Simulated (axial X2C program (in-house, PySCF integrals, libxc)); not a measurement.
How long does NaRu⁺ take?

A bond scan computed with an in-house all-electron X2C program for linear molecules (integrals from PySCF). Basis: Ru dyall-cv3z [12s12p8d5f3g], Na dyall-cv3z [9s8p5d2f] (cores contracted in-house).

Input:
```json
{"zs": [44, 11], "q": 1, "bas": ["dyall-cv3z", "dyall-cv3z"], "levels": ["PBE0", "HF", "PBE"], "cc": true, "r0": 2.8, "thr": -1.0, "nmax": 90, "npts": 10, "nst": 2, "ntry": 6}
```
```bash
python so2c.py task.json out
```

Keys: zs atomic numbers; q charge; bas basis sets; levels methods; cc coupled cluster on or off; r0 starting distance in Å; thr threshold in hartree for freezing inner shells (an s shell follows its p shell); nmax most natural virtual spinors; npts points on the curve; nst determinants followed; ntry starts of the search. HF also brings MP2.

Hardware: 1 thread of Arm Neoverse V1, with other jobs on the host.

Wall time of one point of each curve, integrals apart:

```json
{"Hamiltonian": "spin-free", "level": "PBE0", "points": "10", "seconds a point": "0.57"}
{"Hamiltonian": "spin-free", "level": "HF", "points": "10", "seconds a point": "0.39"}
{"Hamiltonian": "spin-free", "level": "CCSD(T) (8 electrons, 90 virtuals)", "points": "7", "seconds a point": "2.8"}
{"Hamiltonian": "spin-free", "level": "PBE", "points": "10", "seconds a point": "0.33"}
{"Hamiltonian": "2c", "level": "PBE0", "points": "10", "seconds a point": "0.8"}
{"Hamiltonian": "2c", "level": "HF", "points": "10", "seconds a point": "0.74"}
{"Hamiltonian": "2c", "level": "CCSD(T) (8 electrons, 90 virtuals)", "points": "7", "seconds a point": "3.4"}
{"Hamiltonian": "2c", "level": "PBE", "points": "10", "seconds a point": "0.35"}
```

The rest:

Search with its distance optimisation 56 s, atoms 38 s, whole task 180 s. Coupled cluster runs on the points near the minimum only. The program drops outer points, and coupled cluster, when its time limit (not in the input) nears; MP2, further determinants and curves that did not converge are not in the table.
